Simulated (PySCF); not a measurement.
Input file for PySCF: R-MP2/6-31G* on C3H5N (a complex).

```python
from pyscf import gto, scf, dft, mp
from pyscf.data.elements import chemcore

mol = gto.M(
    atom='''
    C     0.65587892    0.01106795   -0.00144994
    C    -0.66698897    0.04372339    0.08925288
    H     1.20531864   -0.92255132    0.01977273
    H     1.24178992    0.91583373   -0.11153000
    H    -1.21719402    0.97657139    0.05709584
    H    -1.25371187   -0.86180458    0.18833972
    C     0.24876285    0.27418838    3.66553101
    N     0.32837482    0.35004516    4.80689528
    H     0.17401066    0.20283997    2.59865424
    ''',
    basis='6-31g*',
    cart=True,
    charge=0, spin=0, verbose=3, max_memory=1800)
mf = scf.RHF(mol)
mf.conv_tol = 1e-8
mf.max_cycle = 100
mf.kernel()
if not mf.converged:
    mf = mf.newton().run(mf.mo_coeff, mf.mo_occ)
pt = mp.MP2(mf, frozen=chemcore(mol)).run()
```

Program output:

```
converged SCF energy = -170.909662612316
E(RMP2) = -171.447009798663  E_corr = -0.537347186346492
E(SCS-RMP2) = -171.441234239035  E_corr = -0.531571626718811
```

The run converged.

Cost: roughly 0.5 core-seconds.
